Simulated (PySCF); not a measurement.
Species: `[SiH3]CC1=CCc2ccccc21`. The columns A, B, C and D hold Mulliken, IAO, Hirshfeld and ESP-fitted charges (e) of one PBE0/pcSseg-1 density (PySCF), in a shuffled order. Coordinates in Å (PBE0-D3(BJ)/def2-SVP); the density's dipole moment is (0.03, -0.60, -0.55) D.

| atom | x | y | z | A | B | C | D |
| --- | --- | --- | --- | --- | --- | --- | --- |
| Si1 | 3.297 | 1.465 | 0.489 | +0.599 | +0.429 | +0.505 | +0.310 |
| C2 | 2.365 | 1.050 | -1.111 | -0.537 | -0.378 | -0.390 | -0.152 |
| C3 | 1.213 | 0.132 | -0.879 | +0.001 | -0.122 | -0.143 | -0.002 |
| C4 | 1.170 | -1.208 | -1.061 | -0.175 | -0.154 | -0.185 | -0.056 |
| C5 | -0.163 | -1.771 | -0.668 | -0.272 | -0.290 | +0.002 | -0.071 |
| C6 | -0.922 | -0.556 | -0.220 | +0.008 | +0.178 | -0.271 | +0.002 |
| C7 | -2.219 | -0.423 | 0.255 | -0.159 | -0.328 | -0.047 | -0.054 |
| C8 | -2.683 | 0.850 | 0.603 | -0.157 | -0.099 | -0.078 | -0.056 |
| C9 | -1.856 | 1.969 | 0.474 | -0.152 | -0.232 | -0.076 | -0.054 |
| C10 | -0.551 | 1.841 | -0.003 | -0.165 | -0.234 | -0.049 | -0.056 |
| C11 | -0.087 | 0.572 | -0.349 | -0.015 | +0.176 | -0.045 | -0.011 |
| H12 | 4.461 | 2.353 | 0.179 | -0.118 | -0.122 | -0.091 | -0.081 |
| H13 | 3.802 | 0.207 | 1.115 | -0.113 | -0.098 | -0.079 | -0.078 |
| H14 | 2.406 | 2.168 | 1.461 | -0.112 | -0.103 | -0.075 | -0.076 |
| H15 | 2.029 | 1.995 | -1.571 | +0.154 | +0.133 | +0.164 | +0.045 |
| H16 | 3.092 | 0.597 | -1.804 | +0.157 | +0.156 | +0.156 | +0.049 |
| H17 | 1.991 | -1.817 | -1.443 | +0.145 | +0.151 | +0.064 | +0.048 |
| H18 | -0.664 | -2.284 | -1.508 | +0.161 | +0.131 | +0.159 | +0.052 |
| H19 | -0.076 | -2.522 | 0.139 | +0.161 | +0.140 | +0.159 | +0.052 |
| H20 | -2.871 | -1.294 | 0.356 | +0.147 | +0.178 | +0.065 | +0.049 |
| H21 | -3.701 | 0.972 | 0.979 | +0.149 | +0.143 | +0.094 | +0.048 |
| H22 | -2.236 | 2.955 | 0.751 | +0.149 | +0.165 | +0.092 | +0.048 |
| H23 | 0.091 | 2.720 | -0.099 | +0.144 | +0.181 | +0.070 | +0.045 |

Task: Which column most likely holds the ESP-fitted charges?

Result: B. Σ q r misses the density's dipole by 0.02 D (B), 0.36 D (D), 1.15 D (A), 1.79 D (C). Charges fitted to the outside potential are the only set here that is tied to the molecule's multipoles.

Task: And the Hirshfeld charges?

Result: D. The mean sizes are 0.065 e (D), 0.133 e (C), 0.172 e (A), 0.188 e (B), and Hirshfeld charges are commonly the smallest of these schemes.

As computed, A = IAO, B = ESP-fitted, C = Mulliken, D = Hirshfeld. Hydrogens on carbon: IAO +0.14 to +0.16, ESP-fitted +0.13 to +0.18, Mulliken +0.06 to +0.16, Hirshfeld +0.05 to +0.05 e.

The Mulliken scheme counts on each atom the diagonal of the density matrix times the overlap matrix over that atom's basis functions. The ESP scheme fits charges at the nuclei, held to the total charge, to the electrostatic potential on points at 1.4 to 2.0 times the van der Waals radii.

The structure is a single PBE0-D3(BJ)/def2-SVP conformer in the gas phase; no vibrational or solvent corrections.

The run behind these numbers computed NMR shieldings as well. On Arm Neoverse N1, one thread, no GPU (shared host), this took 2.4 min wall (grids of density and orbitals included) and 1.3 GiB of memory at its peak.

The values belong to the conformer `[SiH3:1][CH2:2][C:3]1=[CH:4][CH2:5][c:6]2[cH:7][cH:8][cH:9][cH:10][c:11]21`: Si1–C2–C3–C4 -99°.
